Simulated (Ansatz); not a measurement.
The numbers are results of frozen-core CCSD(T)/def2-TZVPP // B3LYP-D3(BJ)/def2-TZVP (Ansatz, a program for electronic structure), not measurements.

Ansatz 0.2 input:
```yaml
crystal:
  periodic: [false, false, false]
  atoms:
    - { symbol: F, position_ang: [-0.823862, -1.011064, -0.062356] }
    - { symbol: C, position_ang: [-0.082634, 0.021126, 0.305833] }
    - { symbol: F, position_ang: [-0.617723, 1.15099, -0.127306] }
    - { symbol: Cl, position_ang: [1.603555, -0.150478, -0.065572] }
basis:
  gaussian: { orbitals: def2-TZVPP }
correlation:
  method: ccsd_t
magnetization:
  spin_polarized: true
  initial_magnetization: 1
```

Output:

```
Functional definition: HF
882 factors; integrals over basis functions are off by at most 5.9e-4 eV
mean field evaluation 1: about -18944.4465 eV, gradient 2.5e1 eV
mean field evaluation 2: about -18944.4527 eV, gradient 2.5e1 eV
mean field evaluation 4: about -18947.1956 eV, gradient 3.1e0 eV
mean field evaluation 8: about -18947.3486 eV, gradient 3.3e-1 eV
mean field evaluation 16: about -18947.1895 eV, gradient 3.1e0 eV
mean field -18947.35150624 eV, -696.3023248781 hartree, gradient 4.2e-6 eV, S^2 0.758468; 0 other end points of the search recorded, 0 dependent functions left out
8 core orbitals not correlated
reference -18947.35150624 eV, -696.3023248781 hartree; 13, 12 occupied and 114, 115 virtual orbitals, 882 factors
second order -22.17596863 eV of doubles, -0.00000000 eV of singles
cycle   1  -22.14176970 eV  change    3.4e-2 eV  update   1.0e-1
cycle   2  -22.62054985 eV  change   -4.8e-1 eV  update   3.0e-2
cycle   3  -22.74207043 eV  change   -1.2e-1 eV  update   1.7e-2
cycle   4  -22.73152820 eV  change    1.1e-2 eV  update   5.6e-3
cycle   5  -22.72905318 eV  change    2.5e-3 eV  update   2.7e-3
cycle   6  -22.73062177 eV  change   -1.6e-3 eV  update   9.4e-4
cycle   7  -22.73057925 eV  change    4.3e-5 eV  update   4.0e-4
cycle   8  -22.73056298 eV  change    1.6e-5 eV  update   1.8e-4
cycle   9  -22.73061637 eV  change   -5.3e-5 eV  update   8.6e-5
cycle  10  -22.73055411 eV  change    6.2e-5 eV  update   3.2e-5
cycle  11  -22.73058481 eV  change   -3.1e-5 eV  update   1.5e-5
cycle  12  -22.73058556 eV  change   -7.5e-7 eV  update   5.1e-6
perturbative correction -0.82340474 eV, -0.0302595660 hartree
Total energy: -18970.90549653 eV, -697.1679180560 hartree
```

Cost: roughly 2.8 core-minutes.
